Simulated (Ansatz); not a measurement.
Isolated molecules relaxed with PBE0-D4/def2-TZVP in Ansatz; ΔE leaves out vibrations. CCSD(T)/CBS is the MP2 limit (def2-TZVPP, def2-QZVPP) plus CCSD(T) − MP2 in def2-TZVPP, frozen cores. One conformer a species, not always the lowest.

Reaction (substitution at a C–C bond): `COC(C)(C)C` + `CC[Si]O` → `CC[Si]OC` + `COC(C)C`

```
     species  CCSD(T)/CBS(def2) energy (Eh)
`COC(C)(C)C`                     -272.65819
   `CC[Si]O`                     -443.97447
  `CC[Si]OC`                     -483.21274
   `COC(C)C`                     -233.39375
```

Question: Work out ΔE.

Answer: ΔE = (-483.21274) + (-233.39375) − (-272.65819) − (-443.97447) = 0.02617 Eh = +68.7 kJ/mol.

Largest T1 diagnostic among the species: 0.013.

The D4 term adds +4.0 kJ/mol with B3LYP and +2.1 kJ/mol with PBE0; it sums over pairs of atoms, weighted by their polarisabilities, and B3LYP, whose exchange is more repulsive, gets the larger term. From PBE to PBE0 (25 % exact exchange), in def2-TZVPP and without D4, ΔE moves by +3.3 kJ/mol.

B3LYP here is the variant with VWN-RPA as its local correlation; programs differ in this.
